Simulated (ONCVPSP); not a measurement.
cerium (Ce), ONCV: configuration errors across variants

```json
{
  "Element": "cerium",
  "Generator": "ONCVPSP 4.0.1",
  "Type": "optimised norm-conserving Vanderbilt (ONCV)",
  "Functional": "LDA (Perdew-Zunger)",
  "Relativity": "scalar-relativistic",
  "Frozen core": "[Kr] 4d10",
  "Valence charge": "12",
  "Reference configuration": "4f1 5s2 5p6 5d1 6s1.75 6p0.25",
  "Partial waves": "5s+6s: rc 2.25 bohr, ncon 4, nbas 8, qcut 4.8 1/bohr, 2 projectors; 5p+6p: rc 2.65 bohr, ncon 3, nbas 6, qcut 6 1/bohr, 2 projectors; 5d: rc 3.40 bohr, ncon 4, nbas 9, qcut 3.9 1/bohr, 2 projectors, debl 2 Ha; 4f: rc 1.45 bohr, ncon 3, nbas 8, qcut 11.8 1/bohr, 2 projectors, debl 1.6 Ha",
  "Local potential": "polynomial inside 1.40 bohr (lpopt 5, dvloc0 6 Ha)",
  "Core correction": "Teter function, fcfact 4.75, rcfact 1.4"
}
```

All-electron excitation energies from the reference (eV): (1) 4f1 5s2 5p6 5d1 6s2 6p0 -0.622; (2) 4f1 5s2 5p6 5d1 6s1 6p0 5.649; (3) 4f1 5s2 5p6 5d1 6s0 6p0 16.995.

2 further variants failed, have other tests or too few solved ones, and are left out.

A true bound ghost makes a file unfit for plane-wave use even where its test errors are small: the radial tests pick states by their node count and pass the ghost by.

Errors AE − PS in meV (a dash: test not solved or not reliable):

```tsv
change	(1)	(2)	(3)	bound ghosts	GHOST(+) flags above zero
base	0.0	-1.4	-5.8	none	s, d
core correction Teter function, fcfact 7.5, rcfact 1.4	0.0	-1.5	-6.0	none	s, d
local potential polynomial inside 1.05 bohr (lpopt 5, dvloc0 0 Ha)	0.0	-1.3	-5.5	s, p, d	none
local potential polynomial inside 1.40 bohr (lpopt 5, dvloc0 7.5 Ha)	0.0	-1.4	-5.8	none	s
core correction Teter function, fcfact 4.75, rcfact 1.74	0.0	-1.7	-8.2	none	s, d
core correction polynomial model core, fcfact 0.45	0.0	-1.4	-5.7	none	s, d
s: qcut 5.9; p: qcut 7.4; d: qcut 4.8; f: qcut 14.5	0.0	-1.2	-4.1	none	s
d: nbas 7	0.0	-1.3	-5.6	d	s
f: qcut 10.3	0.0	-1.4	-5.9	none	s, d
```

(1) Give the same row for: f: rc 1.94.

## Answers

(1) 0.0, -1.4, -6.0; bound ghosts: none; GHOST(+) flags above zero: s, d.
